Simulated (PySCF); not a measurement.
## N (nitrogen, neutral): UHF calculation

Configuration: [He] 2s2 2p3, high-spin 4S determinant. Computed with PySCF 2.14 in def2-SVP (3s2p1d, 14 functions), with no relativity, point nucleus.

| Property | Result |
| --- | --- |
| Total energy | -54.336533 hartree |
| One-electron energy | -73.8690 hartree |
| Hartree (Coulomb) energy | 26.1308 hartree |
| Exchange energy | -6.5984 hartree |
| Kinetic energy | 54.33410 hartree |
| ⟨S²⟩ | 3.7568 |
| ⟨L²⟩ | 0.000 |
| Sum of ⟨r⟩ | 7.336 bohr |
| Sum of ⟨r²⟩ | 11.92 bohr² |
| Density at the nucleus (Gaussians lack the cusp) | 186 bohr⁻³ |
| Spin density at the nucleus | 0.847 bohr⁻³ |
| Langevin diamagnetic susceptibility | -9.44 ×10⁻⁶ cm³/mol |
| Time after the integrals | 0.04 s of wall time on 1 thread of Intel(R) Xeon(R) Platinum 8559C (shared host) |

| shell | electrons | mean orbital energy (eV) | rms radius, mean of both spins (bohr) |
| --- | --- | --- | --- |
| 1s α | 1 | -426.35 | 0.265 |
| 1s β | 1 | -423.75 | 0.265 |
| 2s α | 1 | -31.076 | 1.49 |
| 2s β | 1 | -19.240 | 1.49 |
| 2p α | 3 | -15.550 | 1.56 |
